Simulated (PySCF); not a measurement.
C3H10Si3, SMILES C=C1[SiH2][SiH2][C@H]1[SiH3].

The structure is a stationary point at B3LYP-D3(BJ)/def2-SVP. The structure was generated by enumeration; whether it is a known compound was not checked.

Two levels are set side by side: PBE/def2-TZVP (PySCF) and CAM-B3LYP/def2-TZVP (PySCF). Same geometry, gas phase. Differences are taken from unrounded values.

| quantity | CAM-B3LYP |
|---|---|
| orbital gap (eV) | 8.66 |
| highest occupied level (eV) | -8.45 |
| lowest empty level (eV) | 0.22 |
| dipole moment (D) | 0.59 |

Task: What does PBE give, and how far is it from CAM-B3LYP? (The exact figures need the calculation; the answer reports its results.)

Result: 
| quantity | PBE | PBE minus CAM-B3LYP |
|---|---|---|
| orbital gap (eV) | 4.33 | -4.34 |
| highest occupied level (eV) | -6.17 | 2.28 |
| lowest empty level (eV) | -1.84 | -2.06 |
| dipole moment (D) | 0.65 | 0.05 |

Without exact exchange PBE keeps part of each electron's self-repulsion, which lifts occupied levels and narrows the gap. Differences between two approximate levels are no errors against the true value.

Rough cost on one machine, each run with all the roots and properties that it gave: CAM-B3LYP against PBE within a factor of 2.
